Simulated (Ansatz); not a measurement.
H₈O₂Si₂Sn, SMILES `[SiH3][O][SnH2][O][SiH3]`, relaxed with RKS PBE0-D4/def2-TZVP in Ansatz 0.2.0 from a PBE-D4/def2-SVP geometry. The force threshold is 0.005 eV/Å; the program also tests the step.

Charge 0, multiplicity 1. Sn: def2 effective core potential.

Start:

```xyz
13

Si    0.694    2.058   -0.985
O     1.199    1.146    0.327
Sn    1.443   -0.827    0.556
O    -0.296   -1.660    0.019
Si   -1.867   -1.385    0.534
H     1.204    3.461   -0.804
H     1.240    1.507   -2.283
H    -0.809    2.091   -1.089
H     2.576   -1.417   -0.595
H     1.699   -1.037    2.243
H    -1.922   -1.122    2.022
H    -2.681   -2.612    0.230
H    -2.480   -0.202   -0.172
```

```csv
step,energy (eV),largest force (eV/Å),largest move (Å)
1,-25805.0030,0.724,0.000
2,-25805.1109,0.554,0.067
3,-25805.1325,0.170,0.020
4,-25805.1369,0.038,0.084
5,-25805.1376,0.008,0.027
6,-25805.1378,0.020,0.040
7,-25805.1379,0.016,0.011
8,-25805.1380,0.009,0.019
9,-25805.1382,0.015,0.033
10,-25805.1382,0.029,0.077
11,-25805.1383,0.017,0.015
12,-25805.1384,0.008,0.015
13,-25805.1384,0.003,0.027
14,-25805.1384,0.004,0.028
```

End:

```xyz
13

Si    0.670    2.049   -0.927
O     1.203    1.089    0.284
Sn    1.440   -0.826    0.554
O    -0.273   -1.622    0.073
Si   -1.837   -1.379    0.477
H     1.333    3.374   -0.816
H     0.995    1.457   -2.257
H    -0.804    2.236   -0.848
H     2.556   -1.424   -0.574
H     1.711   -1.025    2.216
H    -1.956   -0.907    1.888
H    -2.574   -2.661    0.337
H    -2.463   -0.360   -0.408
```

Hardware: 4 threads of an Arm Neoverse V2 on a shared host. Wall time 64 s, peak host memory 0.79 GiB.
